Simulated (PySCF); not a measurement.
## Name the molecule from its bond curve

A diatomic of charge 0 contains Tl. Its doublet curve at PBE0 in a double-zeta basis (scalar-relativistic core potentials, PySCF), in eV from the separated fragments:

R (Å), E (eV) and a bar:
```
    2.238     -0.336 ##############################
    2.342     -0.500 #############
    2.446     -0.588 ####
    2.524     -0.618 #
    2.602     -0.625 
    2.680     -0.615 #
    2.784     -0.584 ####
    2.914     -0.526 ##########
    3.070     -0.446 ###################
    3.279     -0.341 #############################
```

The fit gives ωe = 301 cm⁻¹ and the rotational constant Bₑ = 0.2907 cm⁻¹.

Which atom is the partner?

The minimum lies at 2.592 Å, so the reduced mass is 16.8576 u Å² cm⁻¹/(Bₑ·Re²) = 8.631 u. With Tl at 204.97 u the partner weighs about 9.0 u: Be. The molecule is BeTl.

These are scalar-relativistic numbers at best; spin–orbit coupling would shift them, the dissociation energy most. The state is the lowest determinant that a PBE0 search found; another state may lie lower at other levels.
